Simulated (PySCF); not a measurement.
**Dy: excitation energy**

Dy [Xe] 4f10 6s2 (high-spin determinant) → Dy [Xe] 4f10 5d1 6s1 (high-spin determinant), as a difference of total energies. Calculation: PySCF 2.14, in x2c-TZVPPall; the spin-free X2C one-electron Hamiltonian (Gaussian nucleus). Correlated levels: valence: [Kr] 4d10 frozen; valence and next inner shell: [Ar] 3d10 frozen. The calculations carry no spin-orbit coupling.

```csv
method,excitation energy (cm⁻¹)
UHF,15204
LDA,16317
PBE,15116
PBE0,15284
r2SCAN,12580
MP2 (valence),18704
SCS-MP2 (valence),20290
MP2 (valence and next inner shell),18926
SCS-MP2 (valence and next inner shell),20405
```

A first-order spin-orbit estimate (lowest level to lowest level, LS coupling) adds 0.060 eV.

The determinant of the upper state and of the lower state mixes LS terms, which raises its energy above the lowest term, most at the Hartree-Fock and MP2 levels.
